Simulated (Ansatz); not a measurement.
`CC(F)[SiH2][SiH3]` + `[OH][Al]([F])[F]` → `[F][Al]([F])[O][SiH3]` + `CC(F)[SiH3]`  (cleavage of the Si–Si bond)

Program: Ansatz. Geometries: PBE0-D4/def2-TZVP. ΔE: electronic, gas phase. CCSD(T)/CBS adds triple-zeta CCSD(T) − MP2 to the extrapolated MP2 energy (def2 sets, frozen cores). Functionals use def2-TZVPP. Each species was taken in one conformer, which may not be the lowest.

| level | ΔE (eV) |
| --- | --- |
| r2SCAN-D4 | -1.00 |
| PBE0-D4 | -0.89 |
| HF/def2-TZVPP | -1.43 |
| CCSD(T)/def2-TZVPP | -1.08 |
| HF/def2-QZVPP | -1.46 |
| MP2/def2-QZVPP | -1.16 |
| MP2/CBS(def2) | -1.14 |
| CCSD/CBS(def2) | -1.13 |

(1) What does CCSD(T)/CBS give? (An estimate is asked.)

Largest T1 diagnostic among the species: 0.013.

## Answers

(1) Computed: -1.08 eV. The listed levels differ from it by 0.08, 0.19, -0.35, 0.00, -0.38, -0.08, -0.06, -0.05 eV.

The D4 term adds +0.04 eV with B3LYP and +0.02 eV with PBE0; it sums over pairs of atoms, weighted by their polarisabilities, and B3LYP, whose exchange is more repulsive, gets the larger term. In def2-TZVPP, CCSD(T) changes the Hartree–Fock value by +0.35 eV (the triples alone add +0.05 eV) and MP2 by +0.28 eV.

B3LYP here is the variant with VWN-RPA as its local correlation; programs differ in this.
